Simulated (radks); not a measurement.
Q: The mean radii <r> (bohr) of the occupied orbitals of an atom or ion are listed with their occupations. All-electron calculation, Dirac Kohn-Sham, PBE, spin-unpolarised, spherical densities, finite nucleus; Fermi nuclear charge, rms radius of each element as measured or else 0.836 A^(1/3) + 0.57 fm. Program: a radial shooting solver on a logarithmic mesh with Libxc functionals.

orbital  occ.      <r>
1s1/2       2  0.02971
2s1/2       2   0.1281
2p1/2       2   0.1085
2p3/2       4   0.1137
3s1/2       2   0.3483
3p1/2       2   0.3394
3p3/2       4   0.3505
3d3/2       4   0.3222
3d5/2       6   0.3258
4s1/2       2   0.8446
4p1/2       2   0.8954
4p3/2       4   0.9247
4d3/2       4    1.136
4d5/2       5    1.150
5s1/2       2    2.461
5p1/2       2    3.224

Name the element and its charge. Open shells, if any, fill j = l - 1/2 first.

A: Z = 49, indium, charge 0: In in [Kr] 4d9 5s2 5p2. The 1s radius gives Z: for a bare nucleus <r> = (2 gamma + 1)/(2Z) with gamma = sqrt(1 - (Z/c)^2), 0.02926 bohr for Z = 49, and screening makes it slightly larger (0.02971 here). The occupations add up to 49, and the charge is Z minus that.
